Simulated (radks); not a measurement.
Initial-state core-level shifts of neutral technetium when its valence configuration changes from [Kr] 4d5 5s2. Method: non-relativistic Kohn-Sham, PBE, spin-unpolarised, spherical densities, point nucleus; relativity is left out, which matters for an element this heavy; computed with a radial shooting solver on a logarithmic mesh with Libxc functionals. Shifts are changes of the shell-averaged eigenvalues in eV (positive: less bound); the change of the density at the nucleus, which sets a Mossbauer isomer shift, is in e/bohr^3, on a base of 5.554e+04.

valence               2p       3s       3p       4s  density at nucleus
4d5 5p2           -2.523   -2.554   -2.554   -2.595             -13.280
4d5 5s1.5 5p0.5   -0.690   -0.697   -0.697   -0.709              -2.992
4d4 5s2 5p1       -5.580   -5.489   -5.491   -5.023              +4.537
4d3 5p4          -13.665  -13.439  -13.442  -12.216              -9.340
4d7               +6.498   +6.436   +6.438   +6.017             -14.948
4d6 5s1           +3.637   +3.588   +3.589   +3.305              -8.679
4d4 5s1 5p2       -6.760   -6.681   -6.683   -6.213              -3.182
4d5 5s1 5p1       -1.333   -1.348   -1.348   -1.370              -6.224
4d4.5 5s2 5p0.5   -2.746   -2.709   -2.709   -2.506              +2.206
